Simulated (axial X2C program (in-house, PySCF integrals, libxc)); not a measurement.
## TaH: the levels of the configuration d2 s2 p(π)0

Computed with an axial X2C code built on PySCF integrals: two-component X2C with atomic mean-field Coulomb and Gaunt terms, basis Ta dyall-v3z, H dyall-v3z (cores contracted in-house). Orbitals come from Hartree–Fock averaged over the configuration Ta d2 s2 p(π)0; CI then distributes these electrons over the d, s, p(π) shells of Ta.

R = 1.793 Å (near the minimum of the configuration average).

Active spinors (ω > 0):

```
shell    ω  ε (eV)                    character
    d  3/2   -0.23                    100% Ta d
    d  1/2   -0.09  70% Ta d, 22% Ta p, 4% Ta s
    d  5/2    0.13                    100% Ta d
    d  3/2    0.34                     97% Ta d
    d  1/2    0.44           68% Ta d, 25% Ta p
 p(π)  1/2    1.94                     96% Ta p
 p(π)  3/2    2.10                     97% Ta p
```

Filled shells are left out: they mix freely with the closed shells.

Lowest levels of this model:

| Ω | energy (cm⁻¹) | g∥ | μ (D) | configuration |
| --- | --- | --- | --- | --- |
| 2 | 0 | 2.08 | -1.23 | 86% d2 s2 |
| 0 | 725 | 0.00 | -1.05 | 80% d2 s2 + 9% d3 s1 |
| 1 | 2044 | 2.97 | -1.05 | 80% d2 s2 + 10% d3 s1 |
| 3 | 2460 | 6.06 | -1.30 | 84% d2 s2 + 6% d3 s1 |
| 0 | 3244 | 0.00 | -0.97 | 58% d2 s2 + 32% d3 s1 |
| 1 | 4139 | 2.60 | -0.77 | 51% d2 s2 + 40% d3 s1 |
| 4 | 4354 | 10.06 | -1.35 | 83% d2 s2 + 8% d3 s1 |
| 0 | 4448 | 0.00 | -0.76 | 60% d3 s1 + 28% d2 s2 |
| 0 | 4777 | 0.00 | -0.80 | 74% d3 s1 + 19% d2 s2 |
| 2 | 4837 | 5.60 | -0.91 | 53% d2 s2 + 37% d3 s1 |
| 1 | 5039 | 1.87 | -0.74 | 67% d3 s1 + 24% d2 s2 |
| 0 | 5519 | 0.00 | -0.83 | 46% d2 s2 + 44% d3 s1 |
| 2 | 5717 | 5.25 | -0.80 | 65% d3 s1 + 26% d2 s2 |
| 1 | 5771 | 4.94 | -0.94 | 91% d3 s1 |
| 0 | 6379 | 0.00 | -0.75 | 92% d3 s1 |
| 3 | 6450 | 8.73 | -0.82 | 90% d3 s1 |
| 0 | 7064 | 0.00 | -1.03 | 90% d3 s1 |
| 0 | 7198 | 0.00 | -0.71 | 69% d2 s2 + 18% d3 s1 |
| 2 | 7558 | 5.23 | -0.90 | 92% d3 s1 |
| 4 | 8092 | 11.78 | -0.70 | 89% d3 s1 |
| 3 | 8206 | 9.04 | -1.04 | 91% d3 s1 |
| 3 | 11479 | 5.98 | -0.66 | 87% d3 s1 + 6% d2 s2 |
| 4 | 12475 | 9.65 | -0.54 | 87% d3 s1 + 8% d2 s2 |
| 4 | 12815 | 8.26 | -0.87 | 73% d2 s2 + 18% d3 s1 |
| 5 | 13358 | 13.71 | -0.36 | 97% d3 s1 |
| 5 | 18783 | 11.14 | -0.98 | 89% d3 s1 + 5% d2 s1 p(π)1 |
| 5 | 19927 | 11.98 | -2.89 | 95% d2 s1 p(π)1 |
| 6 | 20828 | 14.19 | -1.30 | 78% d3 s1 + 11% d2 s1 p(π)1 |
| 5 | 21651 | 11.14 | -1.16 | 82% d3 s1 + 8% d2 s1 p(π)1 |
| 6 | 21973 | 15.80 | -3.04 | 89% d2 s1 p(π)1 + 8% d3 s1 |

g∥ is the magnitude of 2⟨Lz + ge Sz⟩ for the +Ω component. μ is positive if the H end is positive.

Problem. From Ω and g∥ of the lowest level, whose 2⟨Lz + ge Sz⟩ is positive, find ⟨Sz⟩ and ⟨Lz⟩ (ge = 2.0023).

Solution. Ω = ⟨Lz⟩ + ⟨Sz⟩ = 2 and ⟨Lz⟩ + ge⟨Sz⟩ = 1.040, so ⟨Sz⟩ = -0.96 and ⟨Lz⟩ = 2.96.

Occupations of the active spinors in the lowest level by ω, shell by shell in order of energy: -5/2: 0.01; -3/2: 0.00 0.03 0.02; -1/2: 0.02 0.01 0.93 0.03; 1/2: 0.74 0.26 0.86 0.05; 3/2: 0.94 0.05 0.03; 5/2: 0.04. The leading determinant has weight 0.62 among 218.

This point took 0.56 s on 1 thread of AMD EPYC 9R45 96-Core Processor (Zen 5) (shared host).

Dynamic correlation is missing, so gaps between terms are too wide and other configurations may lie lower; the lowest level listed is that of this model, not necessarily the ground state. For d shells the ligand-field splittings (σ, π, δ) and their order can be off by a thousand cm⁻¹ or more. At most 4 roots were kept for each Ω > 0 (twice that for Ω = 0) within 3.2 eV of the lowest, so higher up levels can be missing between those listed; levels with Ω > 0 are doubly degenerate and listed once, Ω = 0 levels singly. Some active spinors are only partly of the character that their shell is named for, so the shell names and counts are nominal. States that fill the shells left empty in the average are placed too high.
